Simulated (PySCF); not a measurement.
## How the method moves the HOMO and LUMO of `C=NCO[SiH3]`

Compound: C2H7NOSi.
Cartesian coordinates in Å at the PBE0-D3(BJ)/def2-SVP level; atoms count from 1:
```
atom  x, y, z in Å
C1     2.2968   -0.0428    0.6661
N2     1.6219    1.0164    0.5301
C3     0.2213    0.9387    0.2916
O4    -0.2861   -0.3657    0.2270
Si5   -1.8544   -0.7866   -0.1446
H6     1.8571   -1.0527    0.6085
H7     3.3770    0.0410    0.8511
H8     0.0241    1.4827   -0.6537
H9    -0.2768    1.5104    1.0996
H10   -2.8082   -0.2470    0.8738
H11   -1.8988   -2.2730   -0.1536
H12   -2.2399   -0.2457   -1.4857
```

Basis pcSseg-2 throughout (PySCF), one geometry. The structure is a single PBE0-D3(BJ)/def2-SVP conformer in the gas phase; no vibrational or solvent corrections.

**Question.** How do the orbital energies, the gap and the dipole change with the method?

**Answer.** 
| method | kind | HOMO (eV) | LUMO (eV) | gap (eV) | μ (D) | SCF cycles |
| --- | --- | --- | --- | --- | --- | --- |
| BLYP | GGA | -6.09 | -1.39 | 4.70 | 1.05 | 16 |
| OPBE | GGA | -6.16 | -1.39 | 4.77 | 0.98 | 16 |
| PBE | GGA | -6.18 | -1.50 | 4.68 | 1.05 | 16 |
| B97-D | GGA | -6.21 | -1.41 | 4.80 | 1.02 | 15 |
| LDA | LDA | -6.26 | -1.71 | 4.55 | 1.15 | 15 |
| BP86 | GGA | -6.29 | -1.57 | 4.72 | 1.05 | 15 |
| KT2 | GGA | -6.37 | -1.43 | 4.94 | 1.04 | 16 |
| KT3 | GGA | -6.39 | -1.44 | 4.95 | 0.99 | 16 |
| B3LYP | global hybrid | -7.44 | -0.65 | 6.78 | 1.11 | 14 |
| HF | Hartree–Fock | -11.30 | 2.59 | 13.89 | 1.21 | 11 |

The HOMO spans 5.21 eV, from BLYP down to HF, and the gap runs from 4.55 eV (LDA) to 13.89 eV (HF). Over the methods BLYP (0 %), OPBE (0 %), PBE (0 %), B97-D (0 %), LDA (0 %), BP86 (0 %), KT2 (0 %), KT3 (0 %), B3LYP (20 %), HF (100 %), a straight line through the gap against the share of exact exchange rises by 0.91 eV for each 10 % (correlation coefficient 0.999). The dipole ranges from 0.98 D (OPBE) to 1.21 D (HF). This basis has no diffuse functions.
